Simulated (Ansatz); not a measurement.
System: C2H7B, charge 0, singlet. C2H7B (SMILES C(C)B).
B3LYP-D3(BJ)/def2-TZVP minimum from Ansatz (a program for electronic structure):
```xyz
10

B     -0.7392     1.0065     0.7494
H     -1.0347     1.2657     1.8774
H     -1.1526     1.7123    -0.1226
C      0.2122    -0.1822     0.4508
C      0.3703    -0.6365    -1.0022
H     -0.0090    -1.0287     1.1119
H      1.1816     0.1838     0.8390
H      0.6479     0.2000    -1.6465
H     -0.5664    -1.0442    -1.3879
H      1.1338    -1.4097    -1.1101
```
Charge 0, spin multiplicity 1.

Total energies in hartree (Ansatz). Radicals and triplets start from unrestricted determinants; spin-orbit coupling is neglected. Cores are frozen in correlated methods. No relativity. For partners of very few electrons the exact lower level stands in for a higher one.

| species | HF/cc-pVTZ | CCSD(T)/cc-pVTZ | HF/cc-pVQZ | CCSD(T)/cc-pVQZ | CCSD(T)/cc-pVDZ | CCSDT(Q)/cc-pVDZ |
|---|---|---|---|---|---|---|
| 1: C2H7B (ethylborane, SMILES BCC) | -104.51104 | -105.03259 | -104.51778 | -105.06337 | -104.91833 | -104.91977 |
| 2: B (doublet) | -24.53207 | -24.59810 | -24.53297 | -24.60084 | -24.58941 | -24.58977 |
| 3: H (doublet) | -0.49981 | -0.49981 | -0.49995 | -0.49995 | -0.49928 | -0.49928 |
| 4: C (triplet) | -37.69157 | -37.78076 | -37.69331 | -37.78654 | -37.76038 | -37.76071 |

Question: Work out the atomisation energy (electronic, to ground-state atoms) in kcal/mol: take Hartree-Fock from cc-pVQZ, extrapolate the CCSD(T) correlation energy as X^-3 (X = 3, 4), and add CCSDT(Q) - CCSD(T) in cc-pVDZ. 1 hartree = 627.51 kcal/mol.

Answer: 
Species 1: correlation (64·(-0.54559) - 27·(-0.52155))/37 = -0.56313; step -0.00144; E1 = -104.51778 + (-0.56313) + (-0.00144) = -105.08235
Species 2: correlation (64·(-0.06787) - 27·(-0.06603))/37 = -0.06921; step -0.00036; E2 = -24.53297 + (-0.06921) + (-0.00036) = -24.60254
Species 3: correlation (64·(0.00000) - 27·(0.00000))/37 = 0.00000; step +0.00000; E3 = -0.49995 + (0.00000) + (+0.00000) = -0.49995
Species 4: correlation (64·(-0.09323) - 27·(-0.08919))/37 = -0.09618; step -0.00033; E4 = -37.69331 + (-0.09618) + (-0.00033) = -37.78982
-1·E1 +1·E2 +7·E3 +2·E4 = 1.40052 hartree = 878.8 kcal/mol.
